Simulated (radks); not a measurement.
Values are calculated unless marked as measured or tabulated.
Neutral terbium inside a hard spherical wall (all orbitals vanish at R), configuration held at [Xe] 4f9 6s2 and not refilled when levels cross. Level of theory: scalar-relativistic Kohn-Sham, LDA (Slater exchange, VWN5 correlation), spin-polarised, spherical densities, finite nucleus; open shells are filled with parallel spins first (spin-orbit coupling, left out, can overturn this in heavy ions); Fermi nuclear charge, rms radius 5.06 fm (a radial shooting solver on a logarithmic mesh with Libxc functionals). Eigenvalues in eV for spin up, with the zero of energy where the potential of the charges vanishes at infinity; a dash marks a level that is unbound or too diffuse for the functional's potential to be trusted. A positive occupied level is held by the wall or, in an anion where self-interaction has pushed it up, behind a barrier. The pressure on the wall is -dE/dV.

\begin{tabular}{lrrrrrrrrr}
R (bohr) & E (hartree) & kinetic (hartree) & e(5s) & e(5p) & e(4f) & e(6s) & e(5d, empty) & e(6p, empty) & pressure (GPa) \\ \hline
free & -11700.4818 & 12587.997 & -48.504 & -25.621 & -4.609 & -3.926 & -1.642 & -1.249 & 0 \\
20 & -11700.4818 & 12587.997 & -48.504 & -25.621 & -4.609 & -3.926 & -1.642 & -1.249 & < 0.0001 \\
15 & -11700.4818 & 12587.998 & -48.502 & -25.619 & -4.606 & -3.925 & -1.640 & -1.236 & 0.000170 \\
12 & -11700.4815 & 12588.001 & -48.471 & -25.588 & -4.576 & -3.902 & -1.610 & -1.154 & 0.00556 \\
10 & -11700.4793 & 12588.020 & -48.342 & -25.461 & -4.448 & -3.798 & -1.489 & -0.904 & 0.0564 \\
7 & -11700.4390 & 12588.244 & -47.250 & -24.394 & -3.364 & -2.676 & -0.432 & 1.126 & 1.91 \\
6 & -11700.3719 & 12588.538 & -46.234 & -23.416 & -2.338 & -1.274 & 0.645 & 3.399 & 6.83 \\
4 & -11699.5951 & 12591.508 & -40.798 & -18.266 & 3.585 & 10.828 & 7.559 & 20.717 & 156 \\
3.5 & -11698.8020 & 12594.520 & -37.221 & -14.734 & 7.792 & 21.147 & 12.642 & 34.143 & 436 \\
3 & -11697.0031 & 12601.210 & -30.856 & -8.032 & 15.490 & 41.638 & 22.200 & 59.244 & 1410 \\
2.5 & -11692.4118 & 12617.339 & -18.108 & 6.375 & 30.459 & 85.873 & 42.157 & 110.38 & 5480 \\
\end{tabular}
